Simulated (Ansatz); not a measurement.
```yaml
crystal:
  periodic: [false, false, false]
  atoms:
    - {symbol: C, position_ang: [-1.874308, 1.773572, -0.510698]}
    - {symbol: N, position_ang: [-1.021268, 0.843450, 1.980559]}
    - {symbol: Ge, position_ang: [1.135059, -1.898444, 1.921701]}
    - {symbol: Si, position_ang: [0.140333, -1.401528, -2.333928]}
    - {symbol: H, position_ang: [-3.934634, 2.820027, -1.431457]}
    - {symbol: H, position_ang: [-0.130606, 4.410602, -1.685529]}
    - {symbol: H, position_ang: [-1.579637, 2.555350, 3.206780]}
    - {symbol: H, position_ang: [0.476021, -4.694214, 3.935659]}
    - {symbol: H, position_ang: [4.364268, -0.916393, 2.952185]}
    - {symbol: H, position_ang: [2.523486, -0.436815, -4.891009]}
    - {symbol: H, position_ang: [-1.803219, -3.044319, -3.811003]}
basis:
  gaussian: {orbitals: def2-SVPD}
hamiltonian: {xc: {name: r2SCAN50}}
```

```sh
$ ansatz run in.yaml --threads 4 --pin off --events-out ev --progress --plain --max-ram 10444MiB
```

It prints (some lines left out):

```
Functional definition: r2SCAN50
1609 factors; their error is unknown
mean field evaluation 1: about -66930.0636 eV, gradient 8.6e1 eV
mean field evaluation 2: about -66574.0892 eV, gradient 1.8e2 eV
mean field evaluation 4: about -66834.7472 eV, gradient 1.1e2 eV
mean field evaluation 8: about -66961.6933 eV, gradient 2.6e1 eV
mean field evaluation 16: about -66970.2975 eV, gradient 7.3e0 eV
mean field evaluation 32: about -66971.9728 eV, gradient 1.1e-1 eV
mean field evaluation 96: about -66971.8853 eV, gradient 1.1e0 eV
mean field -66971.97265827 eV, -2461.1745999581 hartree, gradient 1.8e-6 eV, S^2 0.000000; 8 other end points of the search recorded, 0 dependent functions left out
reference -66971.97267289 eV, -2461.1746004954 hartree; 33, 33 occupied and 125, 125 virtual orbitals, 1609 factors
Total energy: -66971.97267289 eV, -2461.1746004954 hartree
```

Q: Something in this input is off. What?

A: The geometry is stretched to more than twice its size. The calculation finished and met its thresholds. The result belongs to that input, not to the molecule as meant.
